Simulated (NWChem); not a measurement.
Correlation energy of boron oxyfluoride (BFO)

```
B
O 1 1.2051
F 1 1.2827 2 180.00
```
Charge 0, spin multiplicity 1.

Everything below was run with NWChem. Structure: optimised with PBE0/def2-SVP, a minimum by its harmonic frequencies.

Basis set: 3-21G. Each correlation energy counts from its own Hartree-Fock reference.

```json
[
 {"method": "MP2", "correlation energy (mHa)": "-302.9", "difference from CCSD(T)": "+4.7"},
 {"method": "SCS-MP2", "correlation energy (mHa)": "-291.9", "difference from CCSD(T)": "+15.7"},
 {"method": "CR-CCSD[T]", "correlation energy (mHa)": "-307.7", "difference from CCSD(T)": "0.0"},
 {"method": "CR-CCSD(T)", "correlation energy (mHa)": "-306.0", "difference from CCSD(T)": "+1.6"},
 {"method": "CCSD", "correlation energy (mHa)": "-298.1", "difference from CCSD(T)": "+9.6"},
 {"method": "CCSD+T(CCSD)", "correlation energy (mHa)": "-309.7", "difference from CCSD(T)": "-2.1"},
 {"method": "CCSD(T)", "correlation energy (mHa)": "-307.6", "difference from CCSD(T)": "0.0"},
 {"method": "CCSDT", "correlation energy (mHa)": "-307.8", "difference from CCSD(T)": "-0.2"}
]
```

The values span 17.8 mHa, from CCSD+T(CCSD) (lowest) to SCS-MP2 (highest). 

The correlated methods keep 3 core orbitals frozen. Coupled-cluster values serve here as a point of comparison, not as the truth.
